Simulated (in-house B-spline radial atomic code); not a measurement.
B3LYP (VWN-RPA) excitations of the bromine ion Br⁵⁺

Method: B3LYP (VWN-RPA). Computed with an all-electron radial atomic-structure program (B-spline basis): linear response of the closed shell [Ar] 3d10 4s2 with the functional's adiabatic kernel; non-relativistic, point nucleus, no spin-orbit coupling, no double excitations, S, P, D and F terms only; shells from n = 2 respond. Only terms of natural parity with L up to 3 were computed.

Without relativity these are model numbers for so heavy an element.

Command:
```bash
python run_td.py task.json out
```
Settings (radii: box in bohr, nucleus in fm):
```
Z                        35
electrons                30
configuration            [Ar] 3d10 4s2
hamiltonian              nr
method                   b3lyp
box_radius               16.35
intervals                54
```

Cost of the run: 1.7 s on 1 thread of Arm Neoverse N1, on a shared host.

The lowest states, in the order of their Tamm-Dancoff energies; the method's threshold (minus the highest occupied level) is 81.22 eV. Labels give the largest channel, * marks a mixed state, and oscillator strengths are full-response dipole values. Semilocal kernels can invert the small singlet-triplet splittings of Rydberg terms. Energies in eV:

| state | full response | Tamm-Dancoff | oscillator strength |
| --- | --- | --- | --- |
| 4s → 4p 3P | 12.433 | 12.619 | - |
| 4s → 4p 1P | 18.150 | 18.856 | 1.52 |
| 4s → 4d 3D | 35.28 | 35.32 | - |
| 4s → 4d 1D | 37.37 | 37.40 | - |
| 4s → 5s 3S | 43.38 | 43.39 | - |
| 4s → 5s 1S | ? | ? | - |
| 4s → 5p 3P | 48.74 | 48.75 | - |
| 4s → 5p 1P | 49.28 | 49.33 | 0.0794 |
| 4s → 4f 3F | 52.89 | 52.91 | - |
| 4s → 4f 1F | ? | ? | - |

Problem. Where does 4s → 5s 1S lie?

Solution. At 44.55 eV in full response, 44.59 eV in Tamm-Dancoff.

Problem. Where does 4s → 4f 1F lie?

Solution. At 53.59 eV in full response, 53.59 eV in Tamm-Dancoff.

Problem. How large is the singlet-triplet splitting of 4s → 4p (P terms) in Tamm-Dancoff?

Solution. 6.24 eV, from the unrounded values.

Problem. What polarisabilities and dispersion coefficient does the method give?

Solution. Dipole 3.779 bohr³, quadrupole 5.205 bohr⁵, C6 8.461 hartree·bohr⁶ for two such species.
